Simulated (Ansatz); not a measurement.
Total energies of F$_{2}$Ga$_{2}$H$_{6}$N$_{2}$ (`[F][Ga@H-]1[NH2+][Ga@@H-]([F])[NH2+]1`).

```xyz
12

F    -2.3244   -1.1856    0.2886
Ga   -1.4232    0.2694   -0.1737
N    -0.0672    0.4899    1.2789
Ga    1.4567    0.0044    0.0792
F     1.9856   -1.5823    0.6672
N     0.0759   -0.4193   -1.3033
H    -2.1555    1.5498   -0.6650
H    -0.1953   -0.2137    2.0002
H    -0.0247    1.3906    1.7389
H     2.4826    1.1229   -0.2576
H     0.1945   -0.0029   -2.2183
H    -0.0050   -1.4233   -1.4349
```

Charge 0, multiplicity 1. Correlated methods include outer-core shells of Ga, which these sets cover unevenly. Scalar relativity is left out up to krypton. Geometry: relaxed with PBE0-D4/def2-TZVP. Basis def2-TZVPP, the Gaussian-basis code of Ansatz.

RPA on PBE orbitals: Hartree–Fock energy of these orbitals -4158.00383 Eh, correlation -2.15629 Eh (frozen core).

```tsv
functional	energy without D4 (Eh)	D4 term (kJ/mol)
LDA (SPW92)	-4154.61012	–
revPBE	-4162.45316	-85.5
BLYP	-4162.92738	-68.6
r2SCAN	-4162.69759	-7.6
r2SCANh	-4162.65879	-8.2
HSE06 (plane-wave form)	-4162.01175	-25.7
LC-ωPBE	-4162.19280	–
ωB97X-V	-4162.40354	–
B2PLYP	-4161.93841	–
PBE-QIDH	-4161.32994	–
```

(1) Give the same for PBE, B97M-V, PBE0, B3LYP, r2SCAN0, BHLYP, CAM-B3LYP, ωB97M-V. (An estimate is asked.)

B3LYP takes the VWN-RPA correlation (the form of Gaussian; ORCA's B3LYP/G). HSE06 is the plane-wave form, built on full-range PBE exchange. The double hybrids freeze the cores in their second-order part.

Results:

(1) Ansatz gave: 
```csv
functional,energy without D4 (Eh),D4 term (kJ/mol)
PBE,-4161.93671,-32.0
B97M-V,-4162.02829,–
PBE0,-4162.02686,-27.2
B3LYP,-4162.95673,-51.9
r2SCAN0,-4162.60328,-9.1
BHLYP,-4162.66558,-43.9
CAM-B3LYP,-4163.00502,-28.0
ωB97M-V,-4162.55308,–
```

LC-ωPBE has ω = 0.4 bohr⁻¹.
